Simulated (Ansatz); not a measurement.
Reaction (redistribution): `C1[SiH2]S1` + `OCOB[SeH]` → `[SeH][SiH]1CS1` + `BOCO`

Isolated molecules relaxed with PBE0-D4/def2-TZVP in Ansatz; ΔE leaves out vibrations. CBS: MP2 limit from def2 TZ/QZ plus the TZ coupled-cluster correction, frozen cores. Functionals use def2-TZVPP. B3LYP here is the variant with VWN-RPA as its local correlation; programs differ in this. For Se outer-core shells are correlated without core-valence functions, which leaves a few kJ/mol of doubt a bond. Scalar relativity is left out up to krypton. Each species was taken in one conformer, which may not be the lowest.

`C1[SiH2]S1`:

Z-matrix (Å, degrees):
```
C
S 1 1.862
Si 1 1.840 2 68.6
H 1 1.086 2 113.2 3 -114.5
H 1 1.086 2 113.2 3 114.5
H 3 1.479 1 119.3 2 106.8
H 3 1.479 1 119.3 2 -106.8
```

`OCOB[SeH]`:

Z-matrix (Å, degrees):
```
C
O 1 1.416
O 1 1.376 2 109.7
H 1 1.093 2 109.8 3 117.0
H 1 1.098 2 108.1 3 -122.9
B 2 1.343 1 125.0 3 -174.3
H 3 0.962 1 108.8 2 -63.6
Se 6 1.951 2 127.6 1 0.3
H 6 1.194 2 118.1 1 -179.5
H 8 1.468 6 99.0 2 -0.1
```

`[SeH][SiH]1CS1`:

Cartesian coordinates in Å:
```
Se 0.614 0.898 -2.192
Si 0.223 -0.566 -0.518
C -0.047 -0.048 1.221
S -1.623 -0.690 0.431
H -0.355 1.857 -1.644
H 0.988 -1.796 -0.811
H -0.098 1.009 1.466
H 0.298 -0.665 2.046
```

`BOCO`:

Z-matrix (Å, degrees):
```
C
O 1 1.416
O 1 1.382 2 111.0
H 1 1.096 2 106.2 3 -122.2
H 1 1.093 2 110.1 3 118.1
B 2 1.344 1 121.5 3 -104.2
H 3 0.962 1 108.8 2 -65.4
H 6 1.202 2 120.0 1 -2.9
H 6 1.196 2 117.0 1 177.8
```

```csv
level,ΔE (kJ/mol),difference from CCSD(T)/CBS
PBE-D4,-2.9,2.8
PBE0-D4,-4.9,0.8
B3LYP-D4,-6.6,-0.9
PBE0,-4.0,1.7
B3LYP,-5.1,0.6
CCSD/def2-TZVPP,-3.3,2.4
CCSD(T)/def2-TZVPP,-2.6,3.1
MP2/def2-QZVPP,-8.1,-2.4
HF/CBS(def2),-10.2,-4.5
CCSD/CBS(def2),-6.4,-0.7
CCSD(T)/CBS,-5.7,0
```

Largest T1 diagnostic among the species: 0.013.

In def2-TZVPP, CCSD(T) changes the Hartree–Fock value by +7.2 kJ/mol (the triples alone add +0.7 kJ/mol) and MP2 by +3.6 kJ/mol.
